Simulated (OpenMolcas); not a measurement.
# HfF4 (SMILES [F][Hf]([F])([F])[F]): how far must the integration grid go?

The species is HfF4 (5 atoms), meant as a singlet with charge 0. As SMILES, `[F][Hf]([F])([F])[F]`. Geometry: a GFN2-xTB relaxation, a rough one for these elements and not checked as a minimum.

```xyz
5

F    -0.8762   -0.1206    1.5924
Hf    0.0003    0.0003    0.0000
F     1.5618   -0.9327    0.0939
F    -1.0433   -0.6954   -1.3207
F     0.3575    1.7483   -0.3657
```

Program: OpenMolcas 26.06. Method: HCTH407/def2-TZVPP (RICD fitting, core potential). Swept: integration grid. Watched: the vertical electron affinity (to the doublet anion). Each run: energy. Hardware: 1 thread of Arm Neoverse V1, shared host.

The last row is the best point of the sweep, not the limit.

```
integration grid  value (eV)  from the best (eV)  wall time
          Coarse     -0.7491             +0.0091       29 s
         SG1Grid     -0.7609             -0.0027       34 s
            Fine     -0.7597             -0.0015       44 s
       UltraFine     -0.7582              0.0000    1.8 min
```

Problem. For a target of 0.005 eV, where can one stop?

Solution. SG1Grid: it is 0.0027 eV off and takes 34 s, against 1.8 min for UltraFine.
